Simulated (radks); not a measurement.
Values are calculated unless marked as measured or tabulated.
Task: Coherent X-ray form factor from a spherical all-electron density. Level of theory: Dirac Kohn-Sham, RPBE, spin-unpolarised, spherical densities, finite nucleus; Fermi nuclear charge, rms radius of each element as measured or else 0.836 A^(1/3) + 0.57 fm (a radial shooting solver on a logarithmic mesh with Libxc functionals).

sin(theta)/lambda (1/angstrom)  f0 (electrons)
0.05                                    65.462
0.1                                     63.916
0.15                                    61.548
0.2                                     58.610
0.25                                    55.366
0.3                                     52.045
0.4                                     45.762
0.5                                     40.364
0.6                                     35.843
0.8                                     28.743
1                                       23.561
1.25                                    19.240
1.5                                     16.555
2                                       13.064

The species is in the configuration that NIST lists as its ground one. Which atom or ion scatters so?

Result: The ytterbium ion Yb4+, [Xe] 4f12. Extrapolating in s^2 from the first two rows gives f0(0) = 66.0, near the electron count 66; among species with that count, the fall with angle is slower the higher Z, and the table is that of Z = 70; from so few rows the species is fixed only to a neighbour or two.
